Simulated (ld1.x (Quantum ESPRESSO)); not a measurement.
**Ag: variants of one ultrasoft potential**

Base potential:

silver, ultrasoft, made with ld1.x (Quantum ESPRESSO) 7.5 (PBEsol, scalar-relativistic). Core [Ar] 3d10, reference 4s2 4p6 4d10 5s0.75 5p0.25. Waves: 4s (bound): rcut 1.35, rcutus 1.60 bohr; 5s (bound): rcut 1.35, rcutus 1.60 bohr; 4p (bound): rcut 1.40, rcutus 1.60 bohr; 5p (bound): rcut 1.40, rcutus 1.60 bohr; 4d (bound): rcut 1.30, rcutus 1.75 bohr; 4d channel at 0.35 Ry: rcut 1.30, rcutus 1.75 bohr. Local part: all-electron potential smoothed inside 1.20 bohr (lloc = -1). Core correction: none. Augmentation charge: PSQ, inside the norm-conserving radii.

Cutoffs, loose and tight: the cutoffs (Ry, on a coarse ladder) from which the occupation-weighted sum of valence levels, in a spherical-Bessel basis at the reference potential, stays within 10 and 1 mRy of its value at 400 Ry. They do not see the model core or the augmentation charge, which bear on the density cutoff. Test errors are all-electron minus pseudo excitation energies from the reference, over the configurations 4s2 4p6 4d10 5s1 5p0; 4s2 4p6 4d10 5s0 5p0; 4s2 4p6 4d9 5s0 5p0; 4s1 4p6 4d10 5s1 5p0; 4s2 4p6 4d8 5s0 5p0; 4s2 4p6 4d10 5s0.5 5p0; 4s2 4p6 4d9 5s1 5p1. A dash means not determined; rows that change the core or the reference have their own tests.

A true bound ghost makes a file unfit for plane-wave use even where its test errors are small: the radial tests pick states by their node count and pass the ghost by.

Cutoffs are not given where the Bessel-basis levels miss the radial ones by over 6 mRy, ghosts where they miss by over 20 mRy; a channel whose overlap is not positive is not tested.

A file whose overlap is not positive is unfit for use, and its test errors describe a broken file.

```csv
change,outcome,"cutoff, loose","cutoff, tight",bound ghosts,largest test error (meV)
base,"generated, overlap not positive",–,–,not determined (overlap not positive),test run stopped at test 1 of 7 (negative rho)
local potential all-electron potential smoothed inside 0.80 bohr (lloc = -1),"generated, overlap not positive",–,–,not determined (overlap not positive),test run stopped at test 1 of 7 (negative rho)
local potential all-electron potential smoothed inside 0.96 bohr (lloc = -1),"generated, overlap not positive",–,–,"s (p not tested, overlap not positive)",test run stopped at test 1 of 7 (negative rho)
local potential all-electron potential smoothed inside 1.28 bohr (lloc = -1),"generated, overlap not positive",–,–,not determined (overlap not positive),test run stopped at test 1 of 7 (negative rho)
local potential all-electron potential smoothed inside 1.46 bohr (lloc = -1),"generated, overlap not positive",–,–,not determined (overlap not positive),test run stopped at test 1 of 7 (negative rho)
local potential all-electron potential smoothed inside 1.76 bohr (lloc = -1),failed: chargeps: negative rho,–,–,–,–
local potential all-electron potential smoothed inside 2.00 bohr (lloc = -1),generated,50 Ry,80 Ry,none,test run stopped at test 1 of 7 (negative rho)
```

Reading the sweep of the rcloc (base included, trends over the rows without a ghost): Bound ghosts are found at 0.96 bohr. The generation fails at 1.76 bohr.
